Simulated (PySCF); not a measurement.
**Excitation energy of Zr²⁺ by level of theory**

Zr²⁺ [Kr] 4d2 (3F) → Zr²⁺ [Kr] 4d1 5s1 (3D), as a difference of total energies. All numbers are calculated (PySCF 2.14, the spin-free X2C one-electron Hamiltonian (Gaussian nucleus), in ANO-RCC-VTZP (7s6p4d2f1g, 68 functions)). Correlated levels: valence and next inner shell: [Ar] 3d10 frozen. The calculations carry no spin-orbit coupling.

```
                                method  excitation energy (eV)
                                   UHF                   2.319
    MP2 (valence and next inner shell)                   2.140
SCS-MP2 (valence and next inner shell)                   2.223
   CCSD (valence and next inner shell)                   2.214
CCSD(T) (valence and next inner shell)                   2.189
```

Q: How much does correlation contribute at CCSD(T) (valence and next inner shell)?

A: 2.189 − (2.319) = -0.130 eV, measured against UHF.

A first-order spin-orbit estimate (lowest level to lowest level, LS coupling) adds 0.022 eV.

The basis was made for the ground configuration and has no added diffuse functions, so the excitation energy can come out too high.
